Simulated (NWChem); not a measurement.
boron monoxide dimer (B₂O₂); SMILES B(=O)B=O

```xyz
4

O      0.0000     0.0000    -2.0254
B      0.0000     0.0000    -0.8262
B      0.0000     0.0000     0.8262
O      0.0000     0.0000     2.0254
```
Atoms are numbered in this order, from 1.

All runs: NWChem. All runs use the structure optimised with PBE0/def2-SVP. Vzz is the largest principal value of the second derivative of the potential at the nucleus (NWChem prints the opposite sign); η is the asymmetry. Non-relativistic.

```tsv
level	Vzz O4 (a.u.)	η O4	Vzz B3 (a.u.)	η B3
Hartree-Fock/cc-pVTZ	-0.728	0.00	-0.442	0.00
Hartree-Fock/def2-SVP	[?]	0.00	[?]	0.00
PBE0/cc-pVTZ	-0.718	0.00	-0.378	0.00
PBE0/def2-TZVP	-0.730	0.00	-0.387	0.00
```

Q: Complete the blanks.

A: 
- Hartree-Fock/def2-SVP, Vzz O4 (a.u.): -0.660
- Hartree-Fock/def2-SVP, Vzz B3 (a.u.): -0.406
